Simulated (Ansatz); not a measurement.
C4H9O (SMILES CC(C)(C)[O]), doublet, at a GFN2-xTB geometry; RPA/def2-SV(P) (Ansatz, an electronic-structure program).

Here is a job for Ansatz.
Ansatz 0.2 input:
```yaml
crystal:
  periodic: [false, false, false]
  atoms:
    - {symbol: C, position_ang: [1.10185095, 0.08952401, -1.00660030]}
    - {symbol: C, position_ang: [0.01772599, -0.03721019, 0.14273398]}
    - {symbol: C, position_ang: [-1.00138603, -1.09986115, -0.33556832]}
    - {symbol: C, position_ang: [-0.65591332, 1.35163878, 0.26062417]}
    - {symbol: O, position_ang: [0.67474315, -0.39270925, 1.22380168]}
    - {symbol: H, position_ang: [0.60190441, 0.38294788, -1.92343626]}
    - {symbol: H, position_ang: [1.83273200, 0.83483806, -0.71033671]}
    - {symbol: H, position_ang: [1.59232464, -0.87111037, -1.12521481]}
    - {symbol: H, position_ang: [-1.45005469, -0.80729159, -1.28040919]}
    - {symbol: H, position_ang: [-1.77800021, -1.19526956, 0.41962203]}
    - {symbol: H, position_ang: [-0.51269828, -2.06411339, -0.44549336]}
    - {symbol: H, position_ang: [0.07364055, 2.09659039, 0.56636893]}
    - {symbol: H, position_ang: [-1.10446738, 1.64502156, -0.68401894]}
    - {symbol: H, position_ang: [-1.42699176, 1.29551237, 1.02536770]}
basis:
  gaussian:
    orbitals: def2-SV_P_.json
magnetization: {spin_polarized: true, initial_magnetization: 1}
correlation: {method: rpa}
```
The basis file holds def2-SV(P) in the JSON format of the Basis Set Exchange.

The log (banner, timings and long lists left out):

```
Functional definition: HF
1000 factors; integrals over basis functions are off by at most 8.8e-4 eV
mean field evaluation 1: about -6289.2135 eV, gradient 2.7e1 eV
mean field evaluation 2: about -6289.3181 eV, gradient 2.7e1 eV
mean field evaluation 4: about -6294.2772 eV, gradient 4.6e0 eV
mean field evaluation 8: about -6294.8428 eV, gradient 3.8e-1 eV
mean field evaluation 16: about -6294.6113 eV, gradient 6.1e0 eV
mean field evaluation 32: about -6289.2129 eV, gradient 2.6e1 eV
mean field -6294.84639588 eV, -231.3313382484 hartree, gradient 3.4e-6 eV, S^2 0.760127; 4 other end points of the search recorded, 0 dependent functions left out
5 core orbitals not correlated
reference -6294.84639588 eV, -231.3313382484 hartree; 16, 15 occupied and 67, 68 virtual orbitals, 1000 factors
Total energy: -6315.70526787 eV, -232.0978876554 hartree
```
